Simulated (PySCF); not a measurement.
A structure optimised at PBE-D3(BJ)/def2-SVP, used in a PySCF frequency run:

```xyz
6

Si    -0.4483     0.2504     0.5758
Cl    -2.0335    -0.8259    -0.2057
Cl    -0.5437     2.2207    -0.0654
Se     1.4220    -0.8135    -0.1775
H     -0.5599     0.2750     2.0655
H      2.3026     0.1657     0.5148
```

### Question
Write its SMILES and formula.

### Answer
Cl[SiH](Cl)[SeH], Cl2H2SeSi

### Question
What are its rotational constants (standard atomic weights)?

### Answer
2.2821, 1.2848, 0.86893 GHz
